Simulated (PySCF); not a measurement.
C2H2F, charge +1, multiplicity 1. Atoms are numbered in the order given.

```xyz
5

C      0.0000     0.0000    -1.2547
C      0.0000     0.0000     0.0129
F      0.0000     0.0000     1.2310
H      0.0000    -0.9525    -1.8145
H      0.0000     0.9525    -1.8145
```
Charge +1, spin multiplicity 1.

Coordinates come from a PBE-D3(BJ)/def2-TZVP optimisation. The multiplicity is an assumed one; other spin states were not compared. The isomer is the one that the SMILES or the coordinates give; other isomers of the formula were not compared.

The numbers are results of PySCF with PBE/def2-TZVPD, not measurements.

Symmetry labels are those of the subgroup C2v that the program uses (full group C2v).

Computed valence orbital energies around the gap with their symmetry:
```csv
orbital,symmetry,energy (eV)
HOMO−7,A1,-42.19
HOMO−6,A1,-27.95
HOMO−5,A1,-24.58
HOMO−4,B2,-21.72
HOMO−3,B1,-21.36
HOMO−2,A1,-20.34
HOMO−1,B2,-18.72
HOMO,B1,-14.96
LUMO,B2,-11.51
LUMO+1,B1,-8.02
LUMO+2,A1,-7.10
LUMO+3,A1,-4.37
```
